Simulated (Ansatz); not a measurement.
Input file for Ansatz (a quantum-chemistry and plane-wave program): R-BLYP/def2-TZVPP on F2GeH3N (SMILES [NH2][GeH]([F])[F]), a point of a torsion scan.

Ansatz 0.2 input:
```yaml
crystal:
  periodic: [false, false, false]
  atoms:
    - {symbol: N, position_ang: [1.13200268, -0.10100277, -0.19986543]}
    - {symbol: Ge, position_ang: [-0.63793894, 0.01216872, -0.01348401]}
    - {symbol: F, position_ang: [-1.11722257, 0.62591180, 1.54591901]}
    - {symbol: F, position_ang: [-1.18201877, -1.61542424, 0.06325853]}
    - {symbol: H, position_ang: [1.69126070, 0.73417078, -0.11787475]}
    - {symbol: H, position_ang: [1.58463346, -0.87091255, 0.27478920]}
    - {symbol: H, position_ang: [-1.43407011, 0.74560275, -1.02455032]}
basis:
  gaussian:
    orbitals: def2-TZVPP
hamiltonian:
  xc: {name: BLYP}
scf: {lower_state_search: off}
```

The head of its log:

```
WARN ansatz: RAYON_NUM_THREADS=1 ignored (pool sized by the plan → 1); use --threads N
Functional definition: BLYP
these checks for a lower state are left out or cut short: stability, starts, cluster_reference, orbital_swaps, neighbouring_geometries, increment
integrals: 0.09 GiB planned
1002 factors; their error is unknown
mean field: 0.65 GiB planned
mean field evaluation 1: about -63483.5143 eV, gradient 9.4e1 eV
mean field evaluation 2: about -63431.8759 eV, gradient 1.8e2 eV
```

Question: Predict the final total energy.

Answer: -2333.4813 hartree.
